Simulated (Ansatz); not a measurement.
Gas-phase electronic energies from Ansatz, PBE0-D4/def2-TZVP geometries. CCSD(T)/CBS adds triple-zeta CCSD(T) − MP2 to the extrapolated MP2 energy (def2 sets, frozen cores). This one scheme is used for every species. DFT in def2-TZVPP. B3LYP here is the variant with VWN-RPA as its local correlation; programs differ in this. For Zn outer-core shells are correlated without core-valence functions, which leaves a few kJ/mol of doubt a bond. Scalar relativity is left out up to krypton. One conformer a species, not always the lowest.

Reaction (ligand exchange at a Zn–F bond): `[CH3][Zn][F]` + NH₃ → `[CH3][Zn][NH2]` + H–F

`[CH3][Zn][F]`:

```xyz
6

C     0.596   -0.175    0.403
Zn   -0.943    0.277   -0.639
F    -2.355    0.692   -1.594
H     1.091    0.729    0.761
H     0.306   -0.778    1.266
H     1.306   -0.746   -0.197
```

NH₃:

Z-matrix (Å, degrees):
```
N
H 1 1.013
H 1 1.013 2 107.1
H 1 1.013 2 107.1 3 -114.5
```

`[CH3][Zn][NH2]`:

Cartesian coordinates in Å:
```
C 0.487 -1.530 -0.270
Zn -0.117 0.274 0.040
N -0.803 1.941 0.302
H 0.102 -2.202 0.501
H 1.577 -1.589 -0.257
H 0.137 -1.895 -1.238
H -0.530 2.689 -0.318
H -0.853 2.311 1.240
```

H–F:

```xyz
2

F     0.098   -0.275    0.356
H    -0.098    0.275   -0.356
```

```csv
level,ΔE (kJ/mol),difference from CCSD(T)/CBS
LDA (SPW92),61.4,-8.6
BLYP-D4,78.6,8.6
B97M-V,84.6,14.6
B3LYP-D4,77.0,7.0
CAM-B3LYP-D4,77.3,7.3
ωB97X-V,76.8,6.8
ωB97M-V,73.8,3.8
B2PLYP,75.3,5.3
PBE-QIDH,68.7,-1.3
revPBE,77.1,7.1
BHLYP,81.6,11.6
CCSD/def2-SVP,85.3,15.3
HF/def2-TZVPP,89.6,19.6
MP2/def2-TZVPP,62.0,-8.0
SCS-MP2/def2-TZVPP,68.7,-1.3
CCSD/def2-TZVPP,70.3,0.3
CCSD(T)/CBS,70.0,0
```

Largest T1 diagnostic among the species: 0.016.

Leaving LDA and LC-ωPBE aside and taking each functional with its dispersion term where it has one, the values spread over 15.9 kJ/mol, from PBE-QIDH to B97M-V. LDA lies −12.5 kJ/mol from PBE without D4. The D4 term adds −3.3 kJ/mol with B3LYP and −1.8 kJ/mol with PBE0; it sums over pairs of atoms, weighted by their polarisabilities, and B3LYP, whose exchange is more repulsive, gets the larger term.
